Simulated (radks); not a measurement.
The numbers below are computed, except where a source is named.
Species: Dy39+. Configuration: [Ar] 3d9.

Level of theory: scalar-relativistic Kohn-Sham, BLYP, spin-polarised, spherical densities, finite nucleus; open shells are filled with parallel spins first (spin-orbit coupling, left out, can overturn this in heavy ions); Fermi nuclear charge, rms radius 5.2218 fm (a radial shooting solver on a logarithmic mesh with Libxc functionals).

Energy parts (eV):
| part | energy |
|---|---|
| total | -303833.80 |
| kinetic | 329533.72 |
| electron-nucleus | -688904.23 |
| Hartree | 60964.45 |
| exchange-correlation | -5427.73 |

Orbitals (lengths in bohr, moments of r in powers of bohr; <r^-3> diverges for s and p1/2):
orbital  occ.  eigenvalue (eV)  <r^-3>
1s up       1        -55472.92       -
1s down     1        -55472.87       -
2s up       1        -10710.14       -
2s down     1        -10706.57       -
2p up       3        -9710.986   12880
2p down     3        -9708.187   12890
3s up       1        -3642.597       -
3s down     1        -3638.605       -
3p up       3        -3334.983    2917
3p down     3        -3330.932    2912
3d up       5        -2957.898   395.8
3d down     4        -2952.947   395.3
4s up       0        -1792.517       -
4s down     0        -1791.033       -
4p up       0        -1674.964   969.1
4p down     0        -1673.516   967.1

The highest occupied level is 3d down at -2952.9 eV. The spin density at the nucleus is -8.51 e/bohr^3 (1s -1.26, 2s -21.02, 3s 13.77). For comparison, the ionisation energy in NIST's Atomic Spectra Database is 2987 eV (theoretical). In exact Kohn-Sham theory the highest level is minus the ionisation energy, but local and semilocal functionals leave it too shallow, through self-interaction and a potential that decays too fast; potentials with the right tail come closer. Summed over all electrons, <r^2> = 0.9744 bohr^2, which gives a Langevin (diamagnetic) susceptibility term of -0.772 x 10^-6 cm^3/mol. The density falls to 0.001 e/bohr^3 at r = 0.74 bohr. The electron density at the nucleus is 7.745e+05 e/bohr^3 (large components only).
